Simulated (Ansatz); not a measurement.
Molecular dynamics of AlClFGeH₅O

Input:

```yaml
crystal:
  periodic: [false, false, false]
  atoms:
    - { symbol: Ge, position_ang: [0.431802, 0.588374, -0.254493] }
    - { symbol: H, position_ang: [-1.712572, -0.23322, 2.863477] }
    - { symbol: F, position_ang: [1.899836, 0.906522, -1.185389] }
    - { symbol: Cl, position_ang: [-1.070836, 1.954007, -0.956279] }
    - { symbol: H, position_ang: [0.008114, -0.8651, -0.446112] }
    - { symbol: O, position_ang: [1.047506, 1.007576, 1.31929] }
    - { symbol: Al, position_ang: [2.621941, 1.763988, 1.45407] }
    - { symbol: H, position_ang: [3.801613, 0.857851, 1.978827] }
    - { symbol: H, position_ang: [2.730981, 3.311547, 1.174267] }
    - { symbol: H, position_ang: [-1.023786, 0.071456, 2.752142] }
basis:
  gaussian: { orbitals: def2-SVP }
hamiltonian:
  xc: b3lyp
md:
  timestep: 0.5
  n_steps: 200
  ensemble: nve
  temperature: 100.0
  initial_velocities: maxwell_boltzmann
  seed: 9030
```

Run as:

```bash
$ ansatz run input.yaml --threads 4 --pin off --max-ram 5120MiB --backend cpu --events-out ev --progress --plain --runs-dir out
```

It starts at the highest image of a converged band. Of that band: The profile has 3 maxima (images 1, 3, 5) with wells between them (images 2, 4): this band takes more than one step, which may be the mechanism or a detour left from its start path. A vibrational analysis at the climbing image gives one clearly imaginary mode, 83i cm⁻¹: a first-order saddle point.

Output, in part (one step line in 4, the closing report, with atoms numbered from 0):

```
md step     0: t =     0.00 fs  T =   100.0 K  F+E_penalty+E_count = -80471.66162688 eV  E_kin = 0.103408 eV  conserved = -80471.55821888 eV  (28 SCF iters)
md step     4: t =     2.00 fs  T =    81.5 K  F+E_penalty+E_count = -80471.64215259 eV  E_kin = 0.084297 eV  conserved = -80471.55785584 eV  (25 SCF iters)
md step     8: t =     4.00 fs  T =    72.2 K  F+E_penalty+E_count = -80471.63264967 eV  E_kin = 0.074616 eV  conserved = -80471.55803383 eV  (24 SCF iters)
md step    12: t =     6.00 fs  T =    64.9 K  F+E_penalty+E_count = -80471.62488100 eV  E_kin = 0.067068 eV  conserved = -80471.55781329 eV  (24 SCF iters)
md step    16: t =     8.00 fs  T =    70.0 K  F+E_penalty+E_count = -80471.63051287 eV  E_kin = 0.072357 eV  conserved = -80471.55815623 eV  (25 SCF iters)
md step    20: t =    10.00 fs  T =    50.8 K  F+E_penalty+E_count = -80471.61040568 eV  E_kin = 0.052551 eV  conserved = -80471.55785428 eV  (24 SCF iters)
md step    24: t =    12.00 fs  T =    44.8 K  F+E_penalty+E_count = -80471.60436695 eV  E_kin = 0.046371 eV  conserved = -80471.55799597 eV  (24 SCF iters)
md step    28: t =    14.00 fs  T =    47.9 K  F+E_penalty+E_count = -80471.60740079 eV  E_kin = 0.049514 eV  conserved = -80471.55788630 eV  (24 SCF iters)
md step    32: t =    16.00 fs  T =    58.1 K  F+E_penalty+E_count = -80471.61821738 eV  E_kin = 0.060126 eV  conserved = -80471.55809094 eV  (25 SCF iters)
md step    36: t =    18.00 fs  T =    49.1 K  F+E_penalty+E_count = -80471.60868146 eV  E_kin = 0.050765 eV  conserved = -80471.55791620 eV  (25 SCF iters)
md step    40: t =    20.00 fs  T =    43.6 K  F+E_penalty+E_count = -80471.60300121 eV  E_kin = 0.045039 eV  conserved = -80471.55796259 eV  (25 SCF iters)
md step    44: t =    22.00 fs  T =    44.2 K  F+E_penalty+E_count = -80471.60368518 eV  E_kin = 0.045698 eV  conserved = -80471.55798689 eV  (24 SCF iters)
md step    48: t =    24.00 fs  T =    43.1 K  F+E_penalty+E_count = -80471.60253649 eV  E_kin = 0.044557 eV  conserved = -80471.55797986 eV  (25 SCF iters)
md step    52: t =    26.00 fs  T =    36.2 K  F+E_penalty+E_count = -80471.59540207 eV  E_kin = 0.037420 eV  conserved = -80471.55798235 eV  (24 SCF iters)
md step    56: t =    28.00 fs  T =    29.2 K  F+E_penalty+E_count = -80471.58805383 eV  E_kin = 0.030180 eV  conserved = -80471.55787416 eV  (25 SCF iters)
md step    60: t =    30.00 fs  T =    35.5 K  F+E_penalty+E_count = -80471.59477139 eV  E_kin = 0.036701 eV  conserved = -80471.55807006 eV  (24 SCF iters)
md step    64: t =    32.00 fs  T =    35.2 K  F+E_penalty+E_count = -80471.59426635 eV  E_kin = 0.036395 eV  conserved = -80471.55787175 eV  (24 SCF iters)
md step    68: t =    34.00 fs  T =    43.6 K  F+E_penalty+E_count = -80471.60318261 eV  E_kin = 0.045120 eV  conserved = -80471.55806294 eV  (25 SCF iters)
md step    72: t =    36.00 fs  T =    43.8 K  F+E_penalty+E_count = -80471.60315533 eV  E_kin = 0.045321 eV  conserved = -80471.55783478 eV  (24 SCF iters)
md step    76: t =    38.00 fs  T =    53.4 K  F+E_penalty+E_count = -80471.61337014 eV  E_kin = 0.055238 eV  conserved = -80471.55813224 eV  (25 SCF iters)
md step    80: t =    40.00 fs  T =    46.5 K  F+E_penalty+E_count = -80471.60587035 eV  E_kin = 0.048046 eV  conserved = -80471.55782457 eV  (24 SCF iters)
md step    84: t =    42.00 fs  T =    55.5 K  F+E_penalty+E_count = -80471.61543862 eV  E_kin = 0.057351 eV  conserved = -80471.55808771 eV  (24 SCF iters)
md step    88: t =    44.00 fs  T =    55.5 K  F+E_penalty+E_count = -80471.61527289 eV  E_kin = 0.057399 eV  conserved = -80471.55787347 eV  (24 SCF iters)
md step    92: t =    46.00 fs  T =    58.0 K  F+E_penalty+E_count = -80471.61806412 eV  E_kin = 0.059979 eV  conserved = -80471.55808493 eV  (24 SCF iters)
md step    96: t =    48.00 fs  T =    50.6 K  F+E_penalty+E_count = -80471.61016278 eV  E_kin = 0.052363 eV  conserved = -80471.55779987 eV  (23 SCF iters)
md step   100: t =    50.00 fs  T =    66.5 K  F+E_penalty+E_count = -80471.62686947 eV  E_kin = 0.068790 eV  conserved = -80471.55807991 eV  (24 SCF iters)
md step   104: t =    52.00 fs  T =    73.6 K  F+E_penalty+E_count = -80471.63400043 eV  E_kin = 0.076058 eV  conserved = -80471.55794225 eV  (25 SCF iters)
md step   108: t =    54.00 fs  T =    73.9 K  F+E_penalty+E_count = -80471.63443833 eV  E_kin = 0.076387 eV  conserved = -80471.55805100 eV  (25 SCF iters)
md step   112: t =    56.00 fs  T =    63.6 K  F+E_penalty+E_count = -80471.62358420 eV  E_kin = 0.065731 eV  conserved = -80471.55785277 eV  (24 SCF iters)
md step   116: t =    58.00 fs  T =    70.1 K  F+E_penalty+E_count = -80471.63045263 eV  E_kin = 0.072438 eV  conserved = -80471.55801503 eV  (25 SCF iters)
md step   120: t =    60.00 fs  T =    72.0 K  F+E_penalty+E_count = -80471.63256169 eV  E_kin = 0.074498 eV  conserved = -80471.55806327 eV  (24 SCF iters)
md step   124: t =    62.00 fs  T =    56.0 K  F+E_penalty+E_count = -80471.61581252 eV  E_kin = 0.057875 eV  conserved = -80471.55793798 eV  (24 SCF iters)
md step   128: t =    64.00 fs  T =    43.0 K  F+E_penalty+E_count = -80471.60239250 eV  E_kin = 0.044497 eV  conserved = -80471.55789527 eV  (24 SCF iters)
md step   132: t =    66.00 fs  T =    47.1 K  F+E_penalty+E_count = -80471.60657157 eV  E_kin = 0.048670 eV  conserved = -80471.55790188 eV  (24 SCF iters)
md step   136: t =    68.00 fs  T =    58.7 K  F+E_penalty+E_count = -80471.61884404 eV  E_kin = 0.060707 eV  conserved = -80471.55813684 eV  (25 SCF iters)
md step   140: t =    70.00 fs  T =    48.1 K  F+E_penalty+E_count = -80471.60764142 eV  E_kin = 0.049770 eV  conserved = -80471.55787093 eV  (24 SCF iters)
md step   144: t =    72.00 fs  T =    47.0 K  F+E_penalty+E_count = -80471.60663061 eV  E_kin = 0.048646 eV  conserved = -80471.55798426 eV  (25 SCF iters)
md step   148: t =    74.00 fs  T =    52.7 K  F+E_penalty+E_count = -80471.61230847 eV  E_kin = 0.054452 eV  conserved = -80471.55785651 eV  (25 SCF iters)
md step   152: t =    76.00 fs  T =    65.1 K  F+E_penalty+E_count = -80471.62552234 eV  E_kin = 0.067328 eV  conserved = -80471.55819464 eV  (25 SCF iters)
md step   156: t =    78.00 fs  T =    47.5 K  F+E_penalty+E_count = -80471.60696770 eV  E_kin = 0.049128 eV  conserved = -80471.55784017 eV  (24 SCF iters)
md step   160: t =    80.00 fs  T =    41.5 K  F+E_penalty+E_count = -80471.60090902 eV  E_kin = 0.042881 eV  conserved = -80471.55802763 eV  (25 SCF iters)
md step   164: t =    82.00 fs  T =    39.1 K  F+E_penalty+E_count = -80471.59823284 eV  E_kin = 0.040415 eV  conserved = -80471.55781814 eV  (24 SCF iters)
md step   168: t =    84.00 fs  T =    49.6 K  F+E_penalty+E_count = -80471.60940720 eV  E_kin = 0.051254 eV  conserved = -80471.55815338 eV  (25 SCF iters)
md step   172: t =    86.00 fs  T =    37.4 K  F+E_penalty+E_count = -80471.59652559 eV  E_kin = 0.038701 eV  conserved = -80471.55782458 eV  (24 SCF iters)
md step   176: t =    88.00 fs  T =    42.2 K  F+E_penalty+E_count = -80471.60163591 eV  E_kin = 0.043614 eV  conserved = -80471.55802182 eV  (25 SCF iters)
md step   180: t =    90.00 fs  T =    50.6 K  F+E_penalty+E_count = -80471.61018166 eV  E_kin = 0.052282 eV  conserved = -80471.55789923 eV  (24 SCF iters)
md step   184: t =    92.00 fs  T =    62.8 K  F+E_penalty+E_count = -80471.62300691 eV  E_kin = 0.064943 eV  conserved = -80471.55806382 eV  (25 SCF iters)
md step   188: t =    94.00 fs  T =    60.6 K  F+E_penalty+E_count = -80471.62054843 eV  E_kin = 0.062635 eV  conserved = -80471.55791354 eV  (24 SCF iters)
md step   192: t =    96.00 fs  T =    62.6 K  F+E_penalty+E_count = -80471.62272590 eV  E_kin = 0.064735 eV  conserved = -80471.55799137 eV  (25 SCF iters)
md step   196: t =    98.00 fs  T =    64.9 K  F+E_penalty+E_count = -80471.62512326 eV  E_kin = 0.067134 eV  conserved = -80471.55798886 eV  (25 SCF iters)
md step   200: t =   100.00 fs  T =    64.2 K  F+E_penalty+E_count = -80471.62437914 eV  E_kin = 0.066416 eV  conserved = -80471.55796319 eV  (29 SCF iters)
Total energy: -80471.62468317 eV, -2957.2776614803 hartree
Atom 0 at     0.427696     0.560397    -0.262525 Å, force     0.513402     0.608510     0.708438 eV/Å
Atom 1 at    -2.019119     0.137762     3.066136 Å, force     0.389003     0.338071    -0.144811 eV/Å
Atom 2 at     1.943497     1.021216    -1.074204 Å, force     0.061382    -0.055849    -0.111114 eV/Å
Atom 3 at    -1.043061     1.955367    -0.931869 Å, force    -0.194391     0.124178    -0.081654 eV/Å
Atom 4 at     0.018298    -0.851081    -0.589870 Å, force    -0.002912    -0.378606    -0.033149 eV/Å
Atom 5 at     1.048906     0.944112     1.336305 Å, force    -0.668262    -0.296362    -0.376857 eV/Å
Atom 6 at     2.594388     1.759839     1.357805 Å, force     0.007787     0.042518    -0.199488 eV/Å
Atom 7 at     3.807957     0.854441     1.720454 Å, force     0.284045    -0.127179     0.086281 eV/Å
Atom 8 at     2.642691     3.322346     1.201424 Å, force    -0.016232     0.087894     0.008048 eV/Å
Atom 9 at    -1.434064     0.603732     2.855879 Å, force    -0.373822    -0.343174     0.144305 eV/Å
Dipole moment:    -0.163046    -0.326391    -0.030096 e Å
```

All steps were run. The conserved energy stayed within 0.045 meV per atom of its start (net change 0.026 meV per atom), so the integration is sound. A run of 0.1 ps of so small a system gives no equilibrium averages. The orbitals stay closed-shell, which can raise the energy where a bond breaks towards radicals; this wasn't checked here.

Between its relaxed ends the band would form Ge1–F3, H2–H10 and break Ge1–H2, F3–Al7, O6–H10. These pairs go: Ge1–F3 1.77 → 1.78 Å, H2–H10 0.76 → 0.78 Å, Ge1–H2 3.87 → 4.15 Å, F3–Al7 2.87 → 2.62 Å, O6–H10 2.69 → 2.93 Å. In the last frame they stand as after the step (other bonds may differ from the relaxed reactants and products). It ends as AlClFGeH3O + H2. Pairs count as bonded within 1.25 times the sum of covalent radii (0.12 Å more for H–H).

Last frame:

```xyz
10
Properties=species:S:1:pos:R:3
Ge 0.428 0.560 -0.263
H -2.019 0.138 3.066
F 1.944 1.021 -1.074
Cl -1.043 1.955 -0.932
H 0.018 -0.851 -0.590
O 1.049 0.944 1.336
Al 2.594 1.760 1.358
H 3.808 0.854 1.720
H 2.643 3.322 1.201
H -1.434 0.604 2.856
```

Run time: 11 min on 4 threads of Intel(R) Xeon(R) Platinum 8259CL CPU @ 2.50GHz (Skylake/Cascade Lake), on a shared host, peak memory 0.35 GiB.
